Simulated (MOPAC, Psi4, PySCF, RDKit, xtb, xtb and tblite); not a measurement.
Two geometries of SMILES B/C=[CH]\[GeH3] (C2H7BGe), relaxed at GFN2-xTB with one dihedral held; other torsions can differ between them too.

Structure A

```
11

B     -1.7098    -0.5792     0.4229
C     -1.0918     0.7741     0.0278
C      0.0638     0.9046    -0.6396
Ge     1.2503    -0.5338    -1.2122
H     -1.0300    -1.5323     0.4636
H     -2.8484    -0.6559     0.6781
H     -1.6359     1.6902     0.2504
H      0.3969     1.8994    -0.9270
H      2.4192     0.0834    -1.9163
H      0.6011    -1.4801    -2.1687
H      1.7831    -1.3318    -0.0690
```

Structure B

```
11

B     -1.2604    -0.6876     0.4759
C     -1.2270     0.7893     0.0382
C     -1.9075     1.3511    -0.9643
Ge    -3.1507     0.4498    -2.1503
H     -0.2672    -1.3061     0.4542
H     -2.2539    -1.1922     0.8295
H     -0.5163     1.4229     0.5699
H     -1.7430     2.4007    -1.1950
H     -2.5494     0.2413    -3.5062
H     -4.3674     1.2977    -2.3596
H     -3.5811    -0.8853    -1.6433
```

Question: Which is lower in energy at the level DF-MP2 (frozen core)/cc-pVTZ // GFN2-xTB (Psi4), and by how much?

Answer: A is lower, by 14.13 kJ/mol (dihedral H5–B1–C2–C3: 20° in A, 120° in B).

E(B) − E(A) in kJ/mol at the other levels, on the same two geometries: GFN2-xTB (xtb and tblite) 3.21; PBE/def2-TZVP // GFN2-xTB (Psi4) 11.30; PBE-D3(BJ)/def2-TZVP // GFN2-xTB (Psi4) 11.54; M06-2X/def2-TZVP // GFN2-xTB (Psi4) 12.42; HF/cc-pVTZ // GFN2-xTB (Psi4) 13.13; UFF // GFN2-xTB (RDKit) 29.86; AM1, restricted, heats of formation // GFN2-xTB (MOPAC) -0.39; PM7, restricted, heats of formation // GFN2-xTB (MOPAC) -5.74; GFN1-xTB // GFN2-xTB (xtb) 7.56; restricted B3LYP/6-31G*, spherical d // GFN2-xTB (PySCF) 13.61; restricted Hartree-Fock/STO-3G // GFN2-xTB (PySCF) 14.96; restricted Hartree-Fock/3-21G // GFN2-xTB (PySCF) 14.49.
